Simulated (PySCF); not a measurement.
Te(Br)(SeH) (BrHSeTe), SMILES [SeH][Te]Br. Geometry optimised at PBE0-D3(BJ)/def2-SVP. The structure was generated by enumeration, and PubChem lists no compound with its InChIKey, so it may never have been made. The def2 effective core potentials stand for the cores of Te; spin–orbit coupling is left out. Other conformers were not sampled.

Level of theory: PBE0-D3(BJ)/def2-SVP in PySCF.

Harmonic wavenumbers (cm⁻¹): 81, 246, 255, 317, 704, 2418. Rotational constants (GHz): 2.840, 0.8188, 0.6390; symmetry number 1.

Problem. Work out the zero-point energy and the ideal-gas rigid-rotor harmonic-oscillator thermochemistry at 298.15 K and 1 atm.

Solution. ZPE = ½ Σ hcν = ½ × 4022 cm⁻¹ = 5.75 kcal/mol. H − E(el) = 9.53 kcal/mol. Entropy in cal/(mol K): translation 42.87, rotation 29.76, vibration 8.94, total 81.57. G − E(el) = -14.79 kcal/mol. Cp = 15.90 cal/(mol K). Modes under 150 cm⁻¹ make the vibrational entropy uncertain.
